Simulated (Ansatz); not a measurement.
Ansatz results at the PBE0-D4/def2-TZVP geometry: HOMO energy (PBE/def2-TZVPP) -6.34 eV; HOMO–LUMO gap (PBE/def2-TZVPP) 5.80 eV; size of the dipole moment (PBE/def2-TZVPP) 1.18 D.

Each molecule was computed in one conformer, which needn't be the lowest.

Task: Which molecule gave them?
A. `C[O][Ge]([CH3])([OH])[OH]`
B. `C[O][GeH]([OH])[O]C`
C. `[NH2][GeH2][NH2]`
D. `N#[C][Ge]([Cl])([Cl])[Cl]`

Result: A. The others give `[NH2][GeH2][NH2]`: -5.79, 5.78, 0.42; `C[O][GeH]([OH])[O]C`: -6.47, 6.00, 1.56; `N#[C][Ge]([Cl])([Cl])[Cl]`: -8.49, 5.46, 2.16.
